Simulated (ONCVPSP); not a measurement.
Potentials for nitrogen (N) compared

Generated with ld1.x 7.5 (TM, RRKJ, ultrasoft, PAW), atompaw 4.2 or ONCVPSP 4.0.1. The cutoff is in Ry: for ld1.x and atompaw files where the sum of valence levels is converged to 10 mRy in a Bessel basis, for ONCV files where the hardest occupied wave has 1 mHa per electron of residual kinetic energy. The error is the largest all-electron minus pseudo excitation energy over each file’s own four to seven test configurations (ionisations up to +4, promotions, holes and added fractions of an electron), all of which were solved. The labels leave out finer settings (local radius, basis sizes, second energies), which also bear on the numbers. Spin-polarised tests are not counted. The rows are a selection from randomly drawn settings: files with unsolved tests, undetermined cutoffs or missed reference levels are left out.

A true bound ghost makes a file unfit for plane-wave use even where its test errors are small: the radial tests pick states by their node count and pass the ghost by.

| potential | cutoff (Ry) | largest error (meV) | bound ghosts |
| --- | --- | --- | --- |
| ONCV, PBEsol, scalar-relativistic, rc 0.70/1.20/1.25 (spd), local smoothed, core correction no, reference 2s1.75 2p3.25, qcut 10.9/6.6/8, projectors 2/2/1 | 145 | +127 | s |
| ONCV, PBE, non-relativistic, rc 0.75/2.00/1.65 (spd), local smoothed, core correction no, reference 2s2 2p1, qcut 10.3/5.7/6.9, projectors 2/3/2 | 66 | +580 | p |
| ONCV, PBE, scalar-relativistic, rc 0.75/1.20 (sp), local smoothed, core correction yes, reference 2s2 2p3, qcut 9.3/7.1, projectors 3/2 | 339 | +454 | s |
| ONCV, LDA (Perdew-Wang 92), scalar-relativistic, rc 0.95/2.10/2.20 (spd), local smoothed, core correction yes, reference 2s1 2p4, qcut 7.8/6.7/5, projectors 2/3/2 | 55 | +4517 | none |
| ONCV, BLYP, scalar-relativistic, rc 0.90/2.00/1.65 (spd), local s, core correction yes, reference 2s2 2p1, qcut 8.9/5.5/4.9, projectors 0/2/2 | 62 | +854 | none |
| ONCV, PBE, scalar-relativistic, rc 1.05/2.10/2.10 (spd), local s, core correction no, reference 2s2 2p2, qcut 7.9/5.4/5.1, projectors 0/2/2 | 52 | +3265 | none |

Q: Fill in the row for N: ONCV, revPBE, scalar-relativistic, rc 0.80/2.20 (sp), local smoothed, core correction yes, reference 2s1.5 2p3.5, qcut 6.4/6.5, projectors 3/1.

A: cutoff 111 Ry, largest error +2857 meV, bound ghosts: s.

Q: Fill in the row for N: ONCV, PBE, scalar-relativistic, rc 1.00/2.25/2.00 (spd), local smoothed, core correction yes, reference 2s2 2p2, qcut 6.2/7.6/4.8, projectors 2/2/1.

A: cutoff 145 Ry, largest error +1434 meV, bound ghosts: none.

Q: Fill in the row for N: ONCV, PBEsol, scalar-relativistic, rc 1.05/1.90/2.00 (spd), local smoothed, core correction no, reference 2s2 2p3, qcut 5.1/6.6/5.4, projectors 3/2/3.

A: cutoff 134 Ry, largest error +1559 meV, bound ghosts: none.
